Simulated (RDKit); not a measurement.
Input for RDKit: UFF on BFH4N2 (SMILES NB(N)F), a point of a torsion scan.

```python
from rdkit import Chem
from rdkit.Chem import AllChem, rdDetermineBonds

blocks = [
'''8

N     1.31684503   -0.24745502    0.27081640
B     0.24682993    0.64249994   -0.02712582
N    -0.74310151    0.38734855   -0.98169539
F     0.29166057    1.88987129    0.47583243
H     1.52548610   -0.47180639    1.22884640
H     1.33389525   -1.10154406   -0.26625947
H    -1.37859026    1.10404012   -1.28226857
H    -0.84622031   -0.47721161   -1.47861255
''',
]
mol = None
for b in blocks:
    f = Chem.MolFromXYZBlock(b)
    rdDetermineBonds.DetermineBonds(f, charge=0)
    mol = f if mol is None else Chem.CombineMols(mol, f)
Chem.SanitizeMol(mol)
print(Chem.MolToSmiles(Chem.RemoveHs(mol)))
ff = AllChem.UFFGetMoleculeForceField(mol, vdwThresh=100.0, ignoreInterfragInteractions=False)
e = ff.CalcEnergy()
print(f'UFF energy {e:.6f} kcal/mol')
```

The log:

```
NB(N)F
UFF energy 32.080345 kcal/mol
```

The run finished.

Cost: very roughly 0.010 core-seconds.
